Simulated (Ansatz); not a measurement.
PdF, multiplicity 2 (lowest of 2S+1 = 2, 4 at CCSD(T)/def2-TZVPP on PBE0 minima; our sources give no spin for the ground state, which may be another), most abundant isotopes (105.9035 and 18.9984 u). Constants from fifth-degree fits in 1/R to seven points on the lowest solution found; no spin–orbit coupling, no relativity up to Kr; ω_e x_e and α_e move by some per cent with the fit.

Correlated levels freeze the inner cores; with def2 sets outer-core shells near the valence are correlated too.

Programs: Ansatz (a quantum-chemistry and plane-wave program) with Gaussian orbitals. Each number belongs to the level named beside it. In def2 rows elements past Kr take small-core potentials, without spin–orbit coupling.

```tsv
level	r_e (Å)	ω_e (cm⁻¹)	ω_e x_e (cm⁻¹)	α_e (cm⁻¹)
PBE/def2-TZVPP	1.9204	538.7	3.16	0.00222
CCSD(T)/def2-TZVPP	1.9178	567.8	2.90	0.00198
```

Task: Derive the rotational constants, the centrifugal constant, the fundamental, the zero-point energy and the force constant.

Result: 
μ = 16.10862 u.
- PBE/def2-TZVPP: B_e = 16.8576/(μ r_e²) = 0.28376 cm⁻¹; B₀ = B_e − α_e/2 = 0.28265 cm⁻¹; D = 4B_e³/ω_e² = 3.15e-07 cm⁻¹; fundamental ω_e − 2ω_e x_e = 532 cm⁻¹; zero-point energy ω_e/2 − ω_e x_e/4 = 269 cm⁻¹; k = μ(2πcω_e)² = 275 N/m
- CCSD(T)/def2-TZVPP: B_e = 16.8576/(μ r_e²) = 0.28453 cm⁻¹; B₀ = B_e − α_e/2 = 0.28354 cm⁻¹; D = 4B_e³/ω_e² = 2.86e-07 cm⁻¹; fundamental ω_e − 2ω_e x_e = 562 cm⁻¹; zero-point energy ω_e/2 − ω_e x_e/4 = 283 cm⁻¹; k = μ(2πcω_e)² = 306 N/m
